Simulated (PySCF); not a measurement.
Ionisation of 1-chloro-2,5-difluorobenzene

System: 1-chloro-2,5-difluorobenzene, `Fc1ccc(F)c(Cl)c1` (C6H3ClF2). Coordinates in Å; atoms count from 1 in this order:
```
F    -1.9616   -1.9027   -0.0096
C    -1.0249   -0.9589   -0.0064
C    -1.4052    0.3775    0.0113
C    -0.4162    1.3570    0.0138
C     0.9242    0.9952   -0.0011
F     1.8603    1.9325    0.0025
C     1.2930   -0.3529   -0.0188
Cl    2.9617   -0.7730   -0.0367
C     0.3108   -1.3407   -0.0215
H    -2.4647    0.6363    0.0234
H    -0.6691    2.4186    0.0273
H     0.5832   -2.3961   -0.0350
```

Energies: ωB97X-D3(BJ)/ma-def2-TZVP (PySCF, density fitting, integration grid level 2) on PBE0-D3(BJ)/def2-SVP structures. ωB97X-D3(BJ) is ωB97X-V with D3(BJ) in place of VV10. Zero-point and thermal terms (298.15 K, 1 bar) come from unscaled PBE0-D3(BJ)/def2-SVP harmonic frequencies, with soft modes damped to free rotors in the entropy.

Frontier levels of the parent: HOMO -9.47 eV, LUMO 0.79 eV.

Oxidation to the radical cation:
```
Vertical ionisation energy (electronic)              : 9.28 eV
Adiabatic ionisation energy (with zero-point energy) : 9.06 eV
Adiabatic, electronic part                           : 9.07 eV
Vertical gap at the product's structure              : 8.76 eV
Inner reorganisation energy (four-point)             : 524 meV
Relaxation of product / of parent                    : 211 / 313 meV
⟨S²⟩ of the product                                  : 0.771
Largest spin populations                             : C5 0.35, C2 0.25, C3 0.18, C7 0.15
Largest changes of atomic charge                     : Cl8 0.18, C5 0.14, C2 0.13, F6 0.11
Distances that move most (Å)                         : C5–C7 1.398 → 1.452; C7–Cl8 1.721 → 1.676; C2–C3 1.390 → 1.434; C5–F6 1.325 → 1.285
Potential in DMSO                                    : 6.83 V absolute, 2.30 V against Fc+/Fc computed at 4.53 V (solvation -14 → -226 kJ/mol)
```

Solvents are IEF-PCM continua (electrostatics only, gas-phase structures); absolute potentials refer to an electron at rest in vacuum. Fc+/Fc in DMSO, 4.53 V, is ωB97X-D3(BJ)/ma-def2-TZVP on PBE0-D3(BJ)/def2-SVP structures with GFN2-xTB thermal terms. Benchmark calculations put it near 5.0 V in acetonitrile and DMSO, so it is about 0.5 V low, and the value against it can read up to that much too high.

Measured values (NIST Chemistry WebBook, evaluated or the median of agreeing entries): adiabatic ionisation energy 9.19 eV (computed 9.06, difference -0.13).

Note: spin-orbit coupling is left out of the energies, which matters for open shells on the heavier atoms.
